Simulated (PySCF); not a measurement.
**Question.** What does the PBE0-D3(BJ)/def2-SVP structure of InChI=1S/C3H4Cl2OSi/c1-3(2-6)7(4)5/h7H,1H3 look like in three dimensions?

**Answer.** 
```
atom  x, y, z in Å
C1     0.0753   -1.3829    0.6101
C2     0.4160   -0.1490   -0.1989
C3     1.5055   -0.0169   -0.9293
O4     2.4501    0.1425   -1.5832
Si5   -0.6961    1.3142   -0.2021
Cl6   -0.8715    2.0436    1.7192
Cl7   -2.5779    0.7255   -0.8007
H8    -0.0173   -1.1274    1.6768
H9     0.8437   -2.1611    0.5095
H10   -0.8860   -1.8035    0.2775
H11   -0.2041    2.3888   -1.0945
```

Any rigid rotation of these coordinates is as good. Atoms count from 1 in this order. The 2 C–C bonds span 1.318 Å (C2=C3, drawn double) to 1.514 Å (C1–C2, drawn single), a spread of 0.196 Å. Si5 (chlorine-bound silicon) is tetrahedral (angles from 107.1° to 112.2°).

Bonds between heavy atoms (Å): C1–C2 1.514, C2=C3 1.318, C3=O4 1.160, C2–Si5 1.838, Si5–Cl6 2.063, Si5–Cl7 2.061.

Theory: PBE0-D3(BJ)/def2-SVP geometry optimisation, gas phase (PySCF).

Point group: near Cs, missed by 0.12 Å at most; the miss may be what the optimiser left on a soft mode. Stationary, but not proved a minimum. The numbers are those of one conformer (C1–C2–Si5–Cl6 60°).
